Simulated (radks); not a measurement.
Zr4+, configuration [Kr] (the NIST ground configuration). Calculated with a radial shooting solver on a logarithmic mesh with Libxc functionals: scalar-relativistic Kohn-Sham, BLYP, spin-polarised, spherical densities, finite nucleus; Fermi nuclear charge, rms radius 4.2694 fm. Some entries of the table are withheld. Estimate them.

orbital,occ.,eigenvalue (eV),<r^2> (bohr^2)
1s,2,-17871.13,0.001853
2s,2,-2513.439,0.03117
2p,6,(1),0.02454
3s,2,-447.2368,0.2410
3p,6,-360.2568,0.2488
3d,10,-217.4598,0.2472
4s,2,-95.3771,1.597
4p,6,-72.5925,(2)

Answer. 
(1) 2p eigenvalue (eV): -2246.365
(2) 4p <r^2> (bohr^2): 1.974
